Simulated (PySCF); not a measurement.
Constitutional and geometric isomers with formula C2H6Si. All species are isolated molecules in the gas phase. Strings in code marks are SMILES.

Method: B3LYP-D3(BJ)/def2-TZVP (PySCF). All candidates: neutral, multiplicity 1. B3LYP has the VWN-RPA correlation part, as in Gaussian. Delta-SCF ions had no search for a lower state. 

| Property | Result |
|---|---|
| vertical ionisation energy (Delta-SCF) | 8.24 eV |
| LUMO | -1.21 eV |
| HOMO | -5.96 eV |

Task: Name which member has these values.
(A) `C=[SiH]C`
(B) `C=C[SiH3]`
(C) `CC=[SiH2]`

Result: C, `CC=[SiH2]`. The others give `C=[SiH]C`: 8.33 eV, -0.84 eV, -6.02 eV; `C=C[SiH3]`: 10.17 eV, -0.69 eV, -7.76 eV
